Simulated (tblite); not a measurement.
Compound: C₇H₉BSi.
SMILES with atom numbers: `[BH2:1]/[CH:2]=[CH:3]/[SiH2:4][C:5]#[C:6][CH2:7][C:8]#[CH:9]` (hydrogens: H10, H11 on B1; H12 on C2; H13 on C3; H14, H15 on Si4; H16, H17 on C7; H18 on C9)

Computed with GFN2-xTB (tblite), gas phase: L-BFGS steps from a force-field or distance-geometry start until the largest atomic force falls under 0.01 eV/Å.

Step 37: E = -607.9943 eV
```
atom  x, y, z in Å  |  force x, y, z in eV/Å
B1      4.4324   -0.9675   -0.3345   -0.030   0.016   0.020
C2      3.2485   -0.0612    0.0552    0.021  -0.029   0.003
C3      2.2145    0.2226   -0.7532    0.011   0.022  -0.019
Si4     0.7409    1.3148   -0.3074    0.017  -0.018  -0.021
C5     -0.8062    0.3079   -0.3517   -0.063  -0.022   0.005
C6     -1.8480   -0.2984   -0.3554    0.021   0.012  -0.001
C7     -3.1175   -1.0079   -0.3564    0.006   0.017   0.017
C8     -4.2160   -0.0737   -0.1735    0.010  -0.021  -0.008
C9     -5.1085    0.7081   -0.0233   -0.022   0.001   0.002
H10     4.6221   -1.2338   -1.4586   -0.016  -0.009   0.002
H11     5.1392   -1.3989    0.4927    0.015   0.005  -0.004
H12     3.2078    0.3575    1.0574    0.004  -0.004   0.011
H13     2.2354   -0.1983   -1.7535   -0.026   0.000   0.003
H14     0.6288    2.3768   -1.3162   -0.002   0.021  -0.006
H15     0.8961    1.8599    1.0451    0.017   0.010   0.015
H16    -3.1284   -1.7434    0.4563    0.012   0.001   0.001
H17    -3.2451   -1.5366   -1.3074    0.009  -0.004  -0.019
H18    -5.9047    1.3783    0.1080    0.018   0.001  -0.001
```

Step 38: E = -607.9946 eV
```
atom  x, y, z in Å  |  force x, y, z in eV/Å
B1      4.4315   -0.9681   -0.3341   -0.033   0.006   0.020
C2      3.2492   -0.0614    0.0570    0.021  -0.015  -0.003
C3      2.2172    0.2252   -0.7529   -0.006   0.015  -0.015
Si4     0.7420    1.3152   -0.3082    0.002  -0.009  -0.016
C5     -0.8063    0.3092   -0.3521   -0.062  -0.030   0.007
C6     -1.8472   -0.2987   -0.3548    0.020   0.011  -0.003
C7     -3.1170   -1.0083   -0.3567    0.005   0.023   0.018
C8     -4.2154   -0.0734   -0.1739    0.008  -0.025  -0.008
C9     -5.1085    0.7076   -0.0234   -0.020  -0.001   0.001
H10     4.6145   -1.2385   -1.4577   -0.008  -0.012  -0.012
H11     5.1410   -1.3982    0.4909    0.024   0.003   0.004
H12     3.2100    0.3575    1.0590   -0.005  -0.003   0.011
H13     2.2369   -0.1958   -1.7532   -0.017  -0.001   0.003
H14     0.6257    2.3776   -1.3161    0.002   0.019  -0.008
H15     0.8972    1.8608    1.0440    0.016   0.010   0.018
H16    -3.1295   -1.7444    0.4557    0.016   0.008  -0.001
H17    -3.2444   -1.5370   -1.3079    0.010   0.002  -0.015
H18    -5.9056    1.3771    0.1080    0.024  -0.001  -0.001
```

Q: Estimate the geometry and energy of step 39. (The exact step hangs on the optimiser's Hessian estimate; all steps are aligned on step 38, rigid shifts and turns removed.)

A: E = -607.9947 eV, largest force 0.038 eV/Å
```
atom  x, y, z in Å  |  force x, y, z in eV/Å
B1      4.4299   -0.9691   -0.3334   -0.018  -0.007   0.012
C2      3.2497   -0.0617    0.0585    0.009   0.003  -0.006
C3      2.2195    0.2276   -0.7529   -0.016   0.006  -0.005
Si4     0.7429    1.3153   -0.3090   -0.013   0.005  -0.005
C5     -0.8064    0.3098   -0.3522   -0.032  -0.019   0.008
C6     -1.8464   -0.2993   -0.3544    0.005   0.005  -0.003
C7     -3.1166   -1.0083   -0.3568    0.002   0.013   0.008
C8     -4.2149   -0.0733   -0.1744    0.000  -0.019  -0.006
C9     -5.1088    0.7069   -0.0236   -0.011  -0.008   0.000
H10     4.6074   -1.2425   -1.4570   -0.004  -0.015  -0.016
H11     5.1429   -1.3973    0.4892    0.026   0.002   0.008
H12     3.2118    0.3577    1.0605   -0.012  -0.003   0.008
H13     2.2380   -0.1937   -1.7530   -0.008  -0.003   0.002
H14     0.6233    2.3786   -1.3162    0.006   0.014  -0.006
H15     0.8986    1.8616    1.0434    0.014   0.006   0.011
H16    -3.1301   -1.7449    0.4551    0.019   0.010  -0.001
H17    -3.2436   -1.5370   -1.3084    0.012   0.009  -0.007
H18    -5.9059    1.3760    0.1080    0.022   0.001  -0.001
```

The energy changes by -0.0002 eV. The first-order estimate −F·Δx gives -0.0003 eV and the mean of the old and new forces, exact on a quadratic surface, -0.0002 eV. The step makes an angle of 78° with the force vector and moves no atom by more than 0.008 Å.

What follows is the cost of the whole relaxation. Hardware: one thread, Intel Xeon at 2.50 GHz (x86_64), shared host with 64 logical CPUs at a one-minute load of 61. Cost: 2.7 s.
